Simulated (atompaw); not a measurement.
**Before and after: PAW (atompaw) potential for iron (Fe)**

atompaw 4.2.0.5 input, output lines left out:

```
Fe 26
LDA-PW scalarrelativistic loggrid 1500 logderivrange -9 5 351
4 4 3 0 0 0
4 0 1.5
4 1 0.5
3 2 6
0 0 0
c
c
v
v
c
v
v
v
2
1.65 1.45 1.50 0.85
n
n
y
4.45
n
custom polynom2 7 10 vanderbiltortho gaussian
3 0 troulliermartins
0.90
1.65
1.05
1.40
1.65
1.65
```

All-electron outer shells of the reference configuration (LDA (PW92), scalar-relativistic, ld1.x):

```csv
shell,level (eV),outermost node (bohr),outermost maximum (bohr)
2s,-818.75,0.08,0.22
2p,-698.85,–,0.18
3s,-94.41,0.33,0.70
3p,-60.83,0.30,0.72
3d,-8.62,–,0.71
4s,-6.05,1.00,2.38
4p,-1.88,1.10,3.21
```

Change: local potential troulliermartins scheme with l = 3 at 0 Ry, radius 1.06 bohr.

Cutoffs: the cutoffs (Ry, on a coarse ladder) from which the occupation-weighted sum of valence levels, in a spherical-Bessel basis at the reference potential, stays within 10 and 1 mRy of its value at 400 Ry; they do not see the model core or the augmentation charge, which bear on the density cutoff.

Q: What does the change do?

A: The range in which the s phases agree narrows (upper end at the end of the scan → 1.5); neither file shows a bound ghost.

```tsv
quantity	base	changed
bound ghosts	none	none
s: phases at 1.66 bohr within 0.05 rad from the reference energy up to (Ry; the scan ends near 5)	to the end of the scan	1.5
p: phases at 1.66 bohr within 0.05 rad from the reference energy up to (Ry; the scan ends near 5)	1.3	1.9
d: phases at 1.66 bohr within 0.05 rad from the reference energy up to (Ry; the scan ends near 5)	to the end of the scan	to the end of the scan
lowest overlap eigenvalue by channel	s 0.61, p 0.63, d 0.87	s 0.62, p 0.54, d 0.87
```

 The cutoffs see the waves, projectors and local potential, not the compensation charge or the core.
